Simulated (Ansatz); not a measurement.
Start from `F[SiH2][GeH]([F])[Cl]` and change one atom or group to get `[CH3][GeH]([F])[Cl]`.

Ansatz, PBE0-D4/def2-TZVP geometries, multiplicity 1. Each molecule was computed in one conformer, which needn't be the lowest.

Scalar relativity is left out up to krypton.

| property | `F[SiH2][GeH]([F])[Cl]` |
| --- | --- |
| HOMO energy (PBE/def2-TZVPP) / eV | -7.27 |
| size of the dipole moment (ωB97M-V/def2-TZVPP) / D | 3.31 |
| HOMO–LUMO gap (PBE0/def2-TZVPP) / eV | 7.14 |
| LUMO energy (PBE0/def2-TZVPP) / eV | -1.42 |
| LUMO energy (ωB97M-V/def2-TZVPP) / eV | 0.41 |
| HOMO–LUMO gap (ωB97M-V/def2-TZVPP) / eV | 11.03 |

(1) Give the same properties after the change, and the shifts. (Estimate.)

Answers

(1) Computed: 
```
                                          property  `[CH3][GeH]([F])[Cl]`  shift
                 HOMO energy (PBE/def2-TZVPP) / eV                  -7.50  -0.23
size of the dipole moment (ωB97M-V/def2-TZVPP) / D                   2.92  -0.39
              HOMO–LUMO gap (PBE0/def2-TZVPP) / eV                   9.09   1.95
                LUMO energy (PBE0/def2-TZVPP) / eV                   0.19   1.61
             LUMO energy (ωB97M-V/def2-TZVPP) / eV                   2.15   1.74
           HOMO–LUMO gap (ωB97M-V/def2-TZVPP) / eV                  13.27   2.24
```

With PBE0 the HOMO falls by 0.34 eV and the LUMO rises by 1.61 eV, so the gap widens by about 1.95 eV. PBE moves the HOMO by -0.23 eV and ωB97M-V by -0.51 eV. Dipoles are sizes alone; their direction can turn.
